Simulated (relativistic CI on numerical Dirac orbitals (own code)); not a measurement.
# Judd-Ofelt analysis for Er3+

These numbers are calculated, not measured: Dirac-Coulomb-Breit CI, orbitals from a KLI potential per configuration, model QED, valence Slater integrals scaled by 0.7 (own radial code, finite nucleus).

Configuration 4f11 alone, in intermediate coupling. Take Ω₂ = 2.03, Ω₄ = 5.23, Ω₆ = 5.2 (10⁻²⁰ cm²) and refractive index n = 1.69 as given. A_ED = 64π⁴e²ν³ n(n² + 2)²/[27h(2J + 1)] Σ Ω_λ |U^λ|², in Gaussian units with ν in cm⁻¹, and A_MD is n³ times the free-ion magnetic-dipole rate; a dash marks a rate that is forbidden or under 2 % of the level's free-ion decay.

Emitting level 4I°_11/2 at 9471 cm⁻¹ (radiative decay alone: multiphonon quenching in a host is left out, and the level can lie too high or too low):

```tsv
To	ν (cm⁻¹)	U² squared	U⁴ squared	U⁶ squared	Free-ion A(M1) (s⁻¹)
4I°_15/2	9471	0.0510	0.0034	0.3855	-
4I°_13/2	2999	0.0331	0.1727	0.9563	1.09
```

Q: Give the rates, branching ratios and the radiative lifetime.

A: The rates are:

| To | λ (nm) | A_ED (s⁻¹) | A_MD (s⁻¹) | β (%) |
| --- | --- | --- | --- | --- |
| 4I°_15/2 | 1056 | 482 | 0 | 90.9 |
| 4I°_13/2 | 3335 | 42.8 | 5.28 | 9.1 |

τ_rad = 1.89e-03 s. Computed level positions enter as ν³, so measured ones would change the rates. For the strongest line (1056 nm) and an assumed effective width Δλ = 33 nm (300 cm⁻¹), the Füchtbauer-Ladenburg formula σ = λ⁴A/(8πcn²Δλ) gives a peak emission cross-section of 0.83 × 10⁻²⁰ cm².
